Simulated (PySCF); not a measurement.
# NaCa: one state, many levels of theory

State: ²Σ⁺ (doublet), unpaired electrons σ ↑. Set-up: Na pcseg-1, Ca pcseg-1; no relativity (PySCF 2.14). De refers to Na + Ca in their ground configurations, without counterpoise correction. The functionals are run spin-unrestricted. A positive dipole means Na(−)Ca(+). Levels whose curve was spin-contaminated or gave no clean fit are not listed.

```json
{"Level": "ROHF-MP2", "Re (Å)": "4.023", "ωe (cm⁻¹)": "63.1", "De (eV)": "0.071", "μ (D)": "n/a"}
{"Level": "ROHF-SCS-MP2", "Re (Å)": "4.045", "ωe (cm⁻¹)": "59.9", "De (eV)": "0.059", "μ (D)": "n/a"}
{"Level": "ROHF-CCSD", "Re (Å)": "3.874", "ωe (cm⁻¹)": "83.0", "De (eV)": "0.113", "μ (D)": "n/a"}
{"Level": "ROHF-CCSD(T)", "Re (Å)": "3.856", "ωe (cm⁻¹)": "86.2", "De (eV)": "0.125", "μ (D)": "n/a"}
{"Level": "PBE", "Re (Å)": "3.636", "ωe (cm⁻¹)": "118", "De (eV)": "0.353", "μ (D)": "-0.53"}
{"Level": "PBEsol", "Re (Å)": "3.615", "ωe (cm⁻¹)": "119", "De (eV)": "0.383", "μ (D)": "-0.57"}
{"Level": "r²SCAN", "Re (Å)": "3.677", "ωe (cm⁻¹)": "117", "De (eV)": "0.382", "μ (D)": "-0.84"}
{"Level": "PBE0", "Re (Å)": "3.672", "ωe (cm⁻¹)": "114", "De (eV)": "0.304", "μ (D)": "-0.69"}
{"Level": "B97-3", "Re (Å)": "3.651", "ωe (cm⁻¹)": "119", "De (eV)": "0.317", "μ (D)": "-0.37"}
{"Level": "M06", "Re (Å)": "3.664", "ωe (cm⁻¹)": "105", "De (eV)": "0.210", "μ (D)": "-1.30"}
```

The bond length runs from 3.615 Å (PBEsol) to 4.045 Å (ROHF-SCS-MP2). De spans 0.06 eV (ROHF-SCS-MP2, perturbation theory) to 0.38 eV (PBEsol, GGA).

Correlated steps freeze 6 core orbitals. The bond is weak. Basis-set superposition, not corrected here, can be much of De in a small basis, most of all at correlated wavefunction levels. Functionals without a dispersion term scatter widely for such bonds, and LDA overbinds them. The state is the lowest determinant that a PBE0 search found; another state may lie lower at other levels.
